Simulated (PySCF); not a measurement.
C3H7FSi, SMILES C1([SiH2]F)CC1. The structure is a stationary point at PBE-D3(BJ)/def2-SVP. The structure was generated by enumeration, and PubChem lists no compound with its InChIKey, so it may never have been made. One conformer was computed; it need not be the lowest.

Computed equilibrium geometry at PBE-D3(BJ)/def2-SVP (PySCF confirms it by a frequency run) as bond lengths and angles (one conformer of several):
Atoms: F1 Si2 C3 C4 C5 H6 H7 H8 H9 H10 H11 H12. Bond lengths (Å): F1–Si2 1.645, Si2–C3 1.858, Si2–H6 1.505, Si2–H7 1.503, C3–C4 1.527, C3–C5 1.522, C3–H8 1.104, C4–C5 1.500, C4–H9 1.101, C4–H10 1.103, C5–H11 1.101, C5–H12 1.103. Angles (°): F1–Si2–C3 111.3, F1–Si2–H6 108.0, F1–Si2–H7 106.8, C3–Si2–H6 108.2, C3–Si2–H7 111.7, H6–Si2–H7 110.9, Si2–C3–C4 118.2, Si2–C3–C5 120.4, Si2–C3–H8 116.1, C4–C3–C5 59.0, C4–C3–H8 115.3, C5–C3–H8 115.7, C3–C4–C5 60.3, C3–C4–H9 117.3, C3–C4–H10 118.5, C5–C4–H9 118.7, C5–C4–H10 118.2, H9–C4–H10 113.8, C3–C5–C4 60.7, C3–C5–H11 117.3, C3–C5–H12 118.3, C4–C5–H11 118.4, C4–C5–H12 118.2, H11–C5–H12 113.9.
Charge 0, spin multiplicity 1.
